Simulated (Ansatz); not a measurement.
Reaction (formal exchange of groups at the Si–Al bond): `[CH3][AlH][SiH2][SbH2]` + `COCCCl` → `ClC[SiH2][SbH2]` + `CO[CH2][AlH][CH3]`

Program: Ansatz. Geometries: PBE0-D4/def2-TZVP. ΔE: electronic, gas phase. CCSD(T)/CBS is the MP2 limit (def2-TZVPP, def2-QZVPP) plus CCSD(T) − MP2 in def2-TZVPP, frozen cores. Functionals use def2-TZVPP. B3LYP here is the variant with VWN-RPA as its local correlation; programs differ in this. def2 core potentials past Kr. For Sb outer-core shells are correlated without core-valence functions, which leaves a few kJ/mol of doubt a bond. Each species was taken in one conformer, which may not be the lowest.

CCSD(T)/CBS gives +0.36 eV.

Q: Another level gave +0.45 eV. Which?
A. r2SCAN-D4/def2-TZVPP
B. MP2/def2-TZVPP
C. PBE/def2-TZVPP
D. B3LYP/def2-TZVPP

A: C. PBE 0.45, MP2/def2-TZVPP 0.32, B3LYP 0.26, r2SCAN-D4 0.40 eV.

Largest T1 diagnostic among the species: 0.014.

In def2-TZVPP, CCSD(T) changes the Hartree–Fock value by +0.17 eV (the triples alone add +0.04 eV) and MP2 by +0.12 eV.
